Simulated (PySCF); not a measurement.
A PySCF script (with the pyscf-properties extension) for the NMR shieldings of SMILES C(C[Si@H](C#C)P[SiH3])(F)(F)F, C$_{4}$H$_{8}$F$_{3}$PSi$_{2}$, on a GFN2-xTB geometry:

```python
import basis_set_exchange as bse
import numpy as np
from pyscf import gto, dft
from pyscf.prop import nmr

atoms = """
C    -0.157141    2.748415   -0.725187
C    -0.116654    1.623549   -0.301224
Si   -0.017754   -0.110468    0.329949
C    -1.655471   -1.008921   -0.094719
C    -2.790858   -0.400883    0.659205
F    -2.997766    0.889733    0.351280
F    -3.965977   -1.023193    0.439037
F    -2.604613   -0.439068    1.992258
P     1.563518   -1.178475   -0.841431
Si    3.362492   -0.055730   -0.147388
H    -0.204639    3.734465   -1.089995
H     0.140663   -0.079075    1.790364
H    -1.881845   -0.938289   -1.157529
H    -1.608820   -2.064332    0.171109
H     1.692160   -2.225231    0.052523
H     3.294283    1.265109   -0.764649
H     3.414307    0.081580    1.309486
H     4.525358   -0.812868   -0.609385
"""
names = dict.fromkeys(["C", "Si", "F", "P", "H"], "pcSseg-1")
basis = {el: gto.basis.parse(bse.get_basis(n, elements=[el], fmt="nwchem")) for el, n in names.items()}
mol = gto.M(atom=atoms, basis=basis, charge=0, verbose=0)
mf = dft.RKS(mol, xc="PBE0")
mf.grids.level = 2
mf.grids.alignment = dft.numint.BLKSIZE   # the property module wants whole blocks of grid points
mf.conv_tol = 1e-9
mf.kernel()

calc = nmr.RKS(mf)   # GIAO
C = mf.mo_coeff
Co = C[:, mf.mo_occ > 0]
resp = mf.gen_response(singlet=True, hermi=2)
def vind(x):   # induced exchange potential for any number of trial vectors
    d = np.einsum("pi,xij,qj->xpq", C, 2 * x.reshape(-1, C.shape[1], Co.shape[1]), Co, optimize=True)
    return np.einsum("xpq,pi,qj->xij", resp(d - d.transpose(0, 2, 1)), C, Co, optimize=True).ravel()
mo1, _ = nmr.rhf.solve_mo1(calc, with_cphf=vind)
sigma = calc.kernel(mo1)
for i, s in enumerate(sigma):   # ppm
    print("%2d %-2s %9.2f" % (i, mol.atom_pure_symbol(i), np.trace(s) / 3))
```

Question: What does it print?

Answer: 
```
 0 C      77.88
 1 C     101.35
 2 Si    391.13
 3 C     158.49
 4 C      50.84
 5 F     241.87
 6 F     235.27
 7 F     244.83
 8 P     641.54
 9 Si    432.41
10 H      29.51
11 H      26.50
12 H      29.75
13 H      30.11
14 H      31.35
15 H      27.54
16 H      27.44
17 H      27.52
```

These numbers come from an equivalent density-fitted implementation of the same equations, which agrees with the script to about 0.01 ppm for H and up to a few tenths of a ppm for heavy atoms, so last digits may differ.

Size and cost of the density-fitted run: 231 basis functions, 39 s wall time on 1 thread of an Intel Xeon 6975P-C, shared host; peak memory 1.1 GiB.
